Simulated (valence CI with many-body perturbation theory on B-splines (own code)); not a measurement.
## E1 transitions of Ta⁶⁰⁺

Method: valence CI with perturbative core correlation (CI+MBPT): three valence electrons over a frozen Dirac-Fock core [Ne], a basis of 11 s, 11 p, 9 d, 7 f, 5 g, 2 h, 1 i functions for each j, with the one-electron correlation potential Σ1, the two-electron term Σ2, the three-electron term Σ3, Breit, model QED; selected CI, second order for the rest (own B-spline code, finite nucleus).

No measured spectrum was set against this ion. As an estimate, large intervals hold to a few tenths of a per cent, small ones and those within an open d or f shell to about a per cent.

Lines 51 to 100 of 251 in falling wavelength, among levels below 11260 × 10³ cm⁻¹, chosen from the strongest by gf and those to the six lowest levels. Wavelengths and rates use the calculated energies. Electric multipoles are in the length gauge, E1 and E2 with the static RPA response of the core. Weak lines are less certain than strong ones. Lines between different terms over intervals too small for the method are left out, as are lines whose strength nearly cancels. The highest levels of a list are the least certain.

Levels are named by their leading jj configuration (3d3/2^4 stands for four electrons in 3d with j = 3/2), which in mixed levels can hold well under half, so a name can repeat and another be missing. Letters in brackets count levels of one name in rising energy.

| λ vac (nm) | Upper | Lower | A (s⁻¹) | log gf | Branch % |
| --- | --- | --- | --- | --- | --- |
| 4.504 | (3s 3d3/2 3d5/2) J=3/2 [b] | (3s 3p3/2 3d3/2) J=1/2 [b] | 6.95e+10 | -1.07 | 2.6 |
| 4.496 | (3s 3d3/2 3d5/2) J=5/2 [b] | (3s 3p3/2 3d3/2) J=5/2 [b] | 5.62e+10 | -0.99 | 2.0 |
| 4.492 | (3s 3d3/2 3d5/2) J=7/2 [b] | (3s 3p3/2 3d3/2) J=5/2 [b] | 1.91e+11 | -0.34 | 10.4 |
| 4.416 | (3p1/2 3p3/2 3d5/2) J=3/2 [a] | (3p1/2 3p3/2^2) J=3/2 | 1.03e+11 | -0.92 | 7.1 |
| 4.390 | (3s 3p1/2 3d5/2) J=3/2 | (3s 3p1/2 3p3/2) J=1/2 | 1.81e+11 | -0.68 | 29.2 |
| 4.361 | (3s 3p1/2 3d5/2) J=5/2 [a] | (3s 3p1/2 3p3/2) J=5/2 | 8.29e+09 | -1.85 | 3.1 |
| 4.349 | (3s 3d3/2 3d5/2) J=1/2 | (3s 3p3/2 3d3/2) J=1/2 [b] | 2.07e+11 | -0.93 | 6.4 |
| 4.314 | (3s 3p1/2 3d5/2) J=5/2 [b] | (3s 3p1/2 3p3/2) J=3/2 [b] | 1.44e+11 | -0.62 | 60.4 |
| 4.293 | (3s 3d3/2 3d5/2) J=5/2 [b] | (3s 3p3/2 3d3/2) J=3/2 [b] | 1.37e+11 | -0.64 | 4.8 |
| 4.278 | (3p1/2 3p3/2 3d5/2) J=5/2 [a] | (3p1/2 3p3/2^2) J=5/2 | 1.11e+11 | -0.74 | 7.6 |
| 4.242 | (3s 3p1/2 3d5/2) J=3/2 | (3s 3p1/2 3p3/2) J=3/2 [b] | 5.98e+10 | -1.19 | 9.6 |
| 4.237 | (3s 3p3/2 3d5/2) J=5/2 [a] | (3s 3p3/2^2) J=5/2 | 2.00e+11 | -0.49 | 28.0 |
| 4.232 | (3s 3p3/2 3d5/2) J=1/2 | (3s 3p3/2^2) J=1/2 | 3.46e+11 | -0.73 | 49.1 |
| 4.232 | (3p1/2 3p3/2 3d5/2) J=1/2 | (3p1/2 3p3/2^2) J=1/2 | 2.87e+11 | -0.81 | 26.1 |
| 4.224 | (3s 3d3/2 3d5/2) J=3/2 [b] | (3s 3p3/2 3d3/2) J=3/2 [b] | 1.39e+11 | -0.83 | 5.1 |
| 4.203 | (3s 3d3/2 3d5/2) J=7/2 [a] | (3s 3p3/2 3d3/2) J=5/2 [a] | 2.25e+11 | -0.32 | 9.6 |
| 4.184 | (3p1/2 3p3/2 3d5/2) J=3/2 [b] | (3p1/2 3p3/2^2) J=1/2 | 1.75e+11 | -0.74 | 10.0 |
| 4.159 | (3s 3p1/2 3d5/2) J=7/2 | (3s 3p1/2 3p3/2) J=5/2 | 1.75e+11 | -0.44 | 88.8 |
| 4.157 | (3s^2 3d5/2) J=5/2 | (3s^2 3p3/2) J=3/2 | 2.67e+11 | -0.38 | 100.0 |
| 4.144 | (3s 3p3/2 3d5/2) J=5/2 [b] | (3s 3p3/2^2) J=3/2 | 4.82e+11 | -0.13 | 18.4 |
| 4.143 | (3p1/2 3p3/2 3d5/2) J=5/2 [b] | (3p1/2 3p3/2^2) J=3/2 | 4.40e+11 | -0.17 | 25.2 |
| 4.125 | (3p1/2^2 3d5/2) J=5/2 | (3p1/2^2 3p3/2) J=3/2 | 1.19e+11 | -0.74 | 39.0 |
| 4.114 | (3s 3p3/2 3d5/2) J=7/2 [a] | (3s 3p3/2^2) J=5/2 | 2.80e+11 | -0.25 | 55.9 |
| 4.111 | (3s 3d3/2 3d5/2) J=5/2 [a] | (3s 3p3/2 3d3/2) J=3/2 [a] | 2.30e+11 | -0.46 | 11.2 |
| 4.110 | (3p1/2 3p3/2 3d5/2) J=7/2 [b] | (3p1/2 3p3/2^2) J=5/2 | 3.28e+11 | -0.18 | 32.3 |
| 4.104 | (3s 3p1/2 3d5/2) J=5/2 [a] | (3s 3p1/2 3p3/2) J=3/2 [a] | 2.51e+11 | -0.42 | 95.3 |
| 4.086 | (3s 3p3/2 3d5/2) J=3/2 [b] | (3s 3p3/2^2) J=1/2 | 2.36e+11 | -0.63 | 9.0 |
| 4.079 | (3p1/2 3p3/2 3d5/2) J=5/2 [b] | (3p1/2 3p3/2^2) J=5/2 | 4.80e+10 | -1.14 | 2.7 |
| 4.071 | (3s 3p3/2 3d5/2) J=3/2 [a] | (3s 3p3/2^2) J=5/2 | 6.82e+10 | -1.17 | 8.7 |
| 4.057 | (3s 3d3/2 3d5/2) J=3/2 [a] | (3s 3p3/2 3d3/2) J=1/2 [a] | 2.19e+11 | -0.66 | 11.2 |
| 4.034 | (3s 3d3/2 3d5/2) J=3/2 [a] | (3s 3p3/2 3d3/2) J=3/2 [a] | 6.94e+10 | -1.17 | 3.5 |
| 4.023 | (3s 3d3/2 3d5/2) J=9/2 | (3s 3p3/2 3d3/2) J=7/2 | 3.19e+11 | -0.11 | 14.5 |
| 4.022 | (3s 3p1/2 3d5/2) J=5/2 [b] | (3s 3p1/2 3p3/2) J=5/2 | 6.74e+10 | -1.01 | 28.2 |
| 3.959 | (3s 3p1/2 3d5/2) J=3/2 | (3s 3p1/2 3p3/2) J=5/2 | 1.97e+10 | -1.73 | 3.2 |
| 3.920 | (3s 3d3/2 3d5/2) J=7/2 [b] | (3s 3p3/2 3d3/2) J=7/2 | 6.12e+10 | -0.95 | 3.3 |
| 3.887 | (3s 3d3/2 3d5/2) J=5/2 [b] | (3s 3p3/2 3d3/2) J=5/2 [a] | 8.01e+10 | -0.96 | 2.8 |
| 3.872 | (3s 3p3/2 3d5/2) J=7/2 [b] | (3s 3p3/2^2) J=5/2 | 2.35e+11 | -0.37 | 11.1 |
| 3.802 | (3s 3p1/2 3d5/2) J=5/2 [b] | (3s 3p1/2 3p3/2) J=3/2 [a] | 5.93e+09 | -2.11 | 2.5 |
| 3.746 | (3s 3p1/2 3d5/2) J=3/2 | (3s 3p1/2 3p3/2) J=3/2 [a] | 4.84e+10 | -1.39 | 7.8 |
| 2.611 | (3s 3p1/2 3p3/2) J=3/2 [a] | (3s^2 3p1/2) J=1/2 | 1.02e+10 | -2.38 | 82.5 |
| 2.576 | (3s 3p3/2 3d5/2) J=5/2 [a] | (3s^2 3d5/2) J=5/2 | 3.59e+11 | -0.67 | 50.3 |
| 2.576 | (3p1/2 3p3/2 3d5/2) J=7/2 [a] | (3s 3p1/2 3d5/2) J=5/2 [b] | 1.01e+11 | -1.09 | 7.1 |
| 2.547 | (3s 3p3/2^2) J=5/2 | (3s^2 3p3/2) J=3/2 | 6.29e+11 | -0.44 | 99.9 |
| 2.541 | (3p1/2 3p3/2 3d5/2) J=3/2 [a] | (3s 3p1/2 3d5/2) J=3/2 | 7.21e+11 | -0.55 | 49.8 |
| 2.532 | (3p1/2 3p3/2^2) J=3/2 | (3s 3p1/2 3p3/2) J=1/2 | 1.07e+12 | -0.39 | 37.4 |
| 2.530 | (3s 3p3/2 3d5/2) J=7/2 [a] | (3s^2 3d5/2) J=5/2 | 1.22e+11 | -1.03 | 24.4 |
| 2.522 | (3p1/2 3p3/2 3d5/2) J=7/2 [a] | (3s 3p1/2 3d5/2) J=7/2 | 1.02e+11 | -1.11 | 7.1 |
| 2.514 | (3s 3p3/2 3d5/2) J=3/2 [a] | (3s^2 3d5/2) J=5/2 | 2.21e+11 | -1.08 | 28.2 |
| 2.505 | (3p1/2 3p3/2^2) J=5/2 | (3s 3p1/2 3p3/2) J=3/2 [b] | 7.18e+11 | -0.39 | 59.4 |
| 2.493 | (3p1/2 3p3/2 3d5/2) J=5/2 [a] | (3s 3p1/2 3d5/2) J=5/2 [b] | 6.67e+11 | -0.43 | 45.5 |

(1) How does gf follow from A for the line at 4.184 nm?

Answers

(1) gf = 1.4992 × (2J+1)_upper × A / σ², with σ = 2390056 cm⁻¹ and 2J+1 = 4: gf = 0.184.
